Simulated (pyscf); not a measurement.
`[OH][SiH2][ZnH]`, singlet

Gas-phase minimum from PySCF at ωB97X-D3(BJ)/def2-SVP, one conformer. HO–SiH₂–ZnH lies 15.2 kcal/mol over its isomer H₃Si–O–ZnH (electronic energy, ωB97M-D3(BJ)/def2-TZVP). 

```xyz
7

O     -1.1425    -0.7006    -1.7547
Si    -0.6329     0.8840    -1.4832
Zn     0.5625     0.9006     0.5612
H     -1.6471    -0.8474    -2.5614
H     -1.8176     1.8114    -1.4733
H      0.1929     1.3664    -2.6447
H      1.3495     0.9229     1.9068
```

Bonded distances (Å): O1–Si2 1.687, O1–H4 0.963, Si2–Zn3 2.368, Si2–H5 1.505, Si2–H6 1.505, Zn3–H7 1.559. Angles (°): Si2–O1–H4 115.9, O1–Si2–Zn3 107.3, O1–Si2–H5 110.0, O1–Si2–H6 110.0, Zn3–Si2–H5 112.8, Zn3–Si2–H6 112.8, H5–Si2–H6 103.9, Si2–Zn3–H7 179.6.

Properties at ωB97X-D3(BJ)/def2-SVP:

| Item | Result |
|---|---|
| Harmonic wavenumbers, unscaled | 147, 252, 339, 372, 438, 505, 748, 788, 843, 950, 982, 1841, 2169, 2181, 3921 cm⁻¹ |
| Zero-point energy | 23.6 kcal/mol |
| Rotational symmetry number | 1 |
| Entropy of this conformer at 298 K and 1 atm, rigid rotor and harmonic oscillator, modes under 100 cm⁻¹ raised to 100 | 313.1 J/(mol K) |
| Dipole moment | 0.93 D |

Single-point totals, which compare only within one level (frozen core for MP2 and CC):

```json
[
 {"level": "ωB97X-D3(BJ)/def2-TZVP", "total energy (hartree)": "-2146.58722"},
 {"level": "PBE/def2-TZVP", "total energy (hartree)": "-2146.07724"},
 {"level": "r²SCAN/def2-TZVP", "total energy (hartree)": "-2146.50050"},
 {"level": "B3LYP-D3(BJ)/def2-TZVP", "total energy (hartree)": "-2146.66727"},
 {"level": "PBE0-D3(BJ)/def2-TZVP", "total energy (hartree)": "-2146.12889"},
 {"level": "M06-2X/def2-TZVP", "total energy (hartree)": "-2146.49529"},
 {"level": "ωB97M-D3(BJ)/def2-TZVP", "total energy (hartree)": "-2146.66800"},
 {"level": "HF/def2-TZVPP", "total energy (hartree)": "-2143.99296"},
 {"level": "MP2/def2-TZVPP", "total energy (hartree)": "-2145.14913"},
 {"level": "CCSD/def2-TZVPP", "total energy (hartree)": "-2145.10093"},
 {"level": "CCSD(T)/def2-TZVPP", "total energy (hartree)": "-2145.13165"}
]
```

Soft torsions are taken as harmonic, which can shift the entropy by several J/(mol K). The frozen core leaves the outer d or s,p core shells of the metals and heavy elements correlated in the MP2 and CC values, and def2-TZVPP describes them poorly, so these totals are far from the basis limit. Elements up to Kr have no core potential and no relativistic terms here.
